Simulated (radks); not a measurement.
The numbers below are computed, except where a source is named.
Ionisation of the argon ion Ar2+, [Ne] 3s2 3p4, to Ar3+, [Ne] 3s2 3p3, under several functionals. Scalar-relativistic Kohn-Sham, spin-polarised, spherical densities, point nucleus; open shells are filled with parallel spins first; a radial shooting solver on a logarithmic mesh with Libxc functionals. The NIST Atomic Spectra Database gives 40.74 eV (semi-empirical). Rank these functionals by the error of their Delta-SCF ionisation energy: LDA (Slater exchange, Perdew-Zunger correlation); BLYP; HCTH/407; PBE; AM05; RPBE; exchange-only LDA; exchange-only PBE; XLYP.

Answer. From best to worst: XLYP 40.576 eV (-0.159); LDA (Slater exchange, Perdew-Zunger correlation) 40.907 eV (+0.172); BLYP 40.537 eV (-0.198); HCTH/407 40.503 eV (-0.232); PBE 40.494 eV (-0.241); AM05 40.487 eV (-0.248); RPBE 40.407 eV (-0.328); exchange-only PBE 39.035 eV (-1.700); exchange-only LDA 38.752 eV (-1.983). Open shells are spherical and high-spin; term and fine-structure splittings are not resolved.
